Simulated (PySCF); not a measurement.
## Telling isomers of C$_{8}$H$_{9}$N apart by NMR

PySCF 2.14 calculation with NMR shieldings at PBE0/pcSseg-1/GIAO and geometry: GFN2-xTB; one computed conformer, no solvent, relativity neglected, rapidly exchanging positions averaged.

Referencing at the same level of theory: 1H (σ = 31.72 ppm), 13C (σ = 186.93 ppm) against TMS. Where no couplings were computed, multiplicities follow the n + 1 count of equivalent neighbours, and m marks all less simple cases (inequivalent or close neighbours, rings, F or P nearby). Shifts are as computed. Against solution values, carbons near 30 ppm lie about +3 ppm off and those near 130 ppm about +5 ppm (rms about the fit 2.1 ppm; single classes can miss by 10 ppm). Of 1328 compounds with measured shifts, 309 miss one by over three times the rms of a fit or turn the order of signals round; such compounds aren't used in these exercises. Signals without a measured value on file couldn't be tested in this way; 1H shifts scatter by 0.2 ppm about their fit, and single ones miss by 0.5 ppm. OH and NH positions are gas-phase values without hydrogen bonding to other molecules.

(1) Tabulate the signals of `[H]/N=C\C1C=CC=CC=C1`, `C=C/C=C(/C#N)C(=C)C`, `c1ccc(C2CC2)nc1`, `C[C@@H]1[C@H]2[C@H]3C[C@]1(C#N)[C@H]32` and their relative energies.

(2) What is the quickest way to tell C=C/C=C(/C#N)C(=C)C from C[C@@H]1[C@H]2[C@H]3C[C@]1(C#N)[C@H]32?

(3) What is the quickest way to tell [H]/N=C\C1C=CC=CC=C1 from c1ccc(C2CC2)nc1?

(4) What is the quickest way to tell [H]/N=C\C1C=CC=CC=C1 from C[C@@H]1[C@H]2[C@H]3C[C@]1(C#N)[C@H]32?

## Answers

(1) 
| SMILES | carbon types | δC | δH | E rel. (kcal/mol) |
| --- | --- | --- | --- | --- |
| [H]/N=C\C1C=CC=CC=C1 | 8×CH | 178.2, 137.7, 129.7, 121.6, 55.6 | 10.78 (br s, 1H), 8.37 (d, 1H), 7.22 (m, 2H), 6.64 (m, 2H), 5.25 (m, 2H), 1.09 (m, 1H) | 31.8 |
| C=C/C=C(/C#N)C(=C)C | 3×C 2×CH 2×CH2 1×CH3 | 153.2, 148.1, 141.7, 133.0, 127.6, 124.2, 123.5, 25.4 | 7.25 (m, 1H), 7.03 (d, 1H), 5.97 (m, 1H), 5.82 (m, 1H), 5.68 (br s, 1H), 5.29 (br s, 1H), 2.18 (s, 3H) | 34.1 |
| c1ccc(C2CC2)nc1 | 1×C 5×CH 2×CH2 | 170.1, 155.6, 141.7, 127.2, 124.5, 20.6, 14.8 | 8.75 (d, 1H), 7.80 (m, 1H), 7.43 (d, 1H), 7.13 (m, 1H), 1.80 (m, 1H), 1.27 (m, 2H), 0.96 (m, 2H) | 0.0 |
| C[C@@H]1[C@H]2[C@H]3C[C@]1(C#N)[C@H]32 | 2×C 4×CH 1×CH2 1×CH3 | 123.5, 50.2, 43.1, 40.1, 36.4, 26.0, 19.2, 18.2 | 3.39 (m, 1H), 2.92 (m, 1H), 2.34 (m, 1H), 2.07 (m, 1H), 1.76 (m, 1H), 1.62 (m, 1H), 1.58 (d, 3H) | 47.0 |

Energies are electronic energies at PBE0/pcSseg-1 on these geometries, without zero-point or thermal terms, each for the one conformer computed, which needn't be the lowest.

(2) Both give the same number of carbon signals, but DEPT or the intensities differ. The first has an alkene CH at 153.2 ppm, the second an sp3 CH in a ring at 50.2 ppm. Their most deshielded carbons lie at 153.2 and 123.5 ppm. In the proton spectra the most deshielded non-exchanging signals are 7.25 (m, 1H) and 3.39 (m, 1H).

(3) Count the carbon signals: 5 against 7. The first has an allylic sp3 CH at 55.6 ppm, the second a substituted aromatic carbon next to a ring nitrogen (C) at 170.1 ppm. Their most deshielded carbons lie at 178.2 and 170.1 ppm.

(4) Count the carbon signals: 5 against 8. The first has a C=N carbon (CH) at 178.2 ppm, the second a nitrile carbon (C) at 123.5 ppm. In the proton spectra the most deshielded non-exchanging signals are 8.37 (d, 1H) and 3.39 (m, 1H).
